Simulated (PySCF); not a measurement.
Cartesian coordinates in Å; atom numbers follow the order of the lines, from 1:
```xyz
8

Ga    0.5773    1.3077    0.7355
H     2.0482    0.7985    0.5550
H     0.0288    2.6065    1.3958
O    -0.7054    0.2499    0.0906
C    -0.5177   -0.9722   -0.5522
H    -0.9308   -0.9397   -1.5770
H    -1.0470   -1.7789   -0.0132
H     0.5466   -1.2719   -0.6344
```

Geometry: PBE0-D3(BJ)/def2-SVP; GIAO shifts from PySCF 2.14.0 with density-fitted response routines, gas phase, non-relativistic, averaged over equivalent atoms.

At B3LYP/pcSseg-1 (pcSseg-2 on Ga) (122 basis functions, 6 s wall time on 1 thread of an Arm Neoverse V1, shared host):
```tsv
atoms	δ (ppm)
Ga1	489.6
H2/H3	5.51
H6/H7/H8	4.18
O4	153.0
C5	61.1
```

δ = σ(ref) − σ, references computed at the same level: ⁷¹Ga (1798.95 ppm) vs [Ga(H2O)6]3+; ¹H (31.38 ppm) and ¹³C (179.24 ppm) against TMS; ¹⁷O (334.04 ppm) against H2O.

What do these become at PBE/pcSseg-1 (pcSseg-2 on Ga)?

Answers


```csv
atoms,δ at PBE/pcSseg-1 (pcSseg-2 on Ga),change
Ga1,483.1,-6.5
H2/H3,5.78,+0.27
H6/H7/H8,4.36,+0.18
O4,177.9,+24.9
C5,62.8,+1.7
```

References, each an isolated molecule treated in the same way: ⁷¹Ga (1747.17 ppm) against [Ga(H2O)6]3+; TMS for ¹H (31.20 ppm), ¹³C (180.03 ppm); ¹⁷O (334.63 ppm) vs H2O.

The largest change is at O4 (oxygen bonded to C, Ga). Cost: 122 basis functions, 9.9 s wall time on 1 thread of an Arm Neoverse V1, shared host.

Relativistic effects, spin–orbit coupling among them, are left out; they matter for Ga and for the light atoms bonded to it. Experimental scales use liquid or dissolved standards, which lie at an offset from isolated H2O (liquid H2O: subtract about 36 ppm).
